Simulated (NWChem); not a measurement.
# BeNH3; SMILES [BeH][NH2]

Give the equilibrium geometry at PBE0/def2-SVP (NWChem) as an XYZ file, with the point group.

point group C2v; any orientation.
```
5

Be    -0.0010    -0.9433     0.0000
H     -0.0037    -2.2789     0.0000
N     -0.0002     0.5607     0.0000
H     -0.0002     1.1528    -0.8246
H     -0.0002     1.1528     0.8246
```
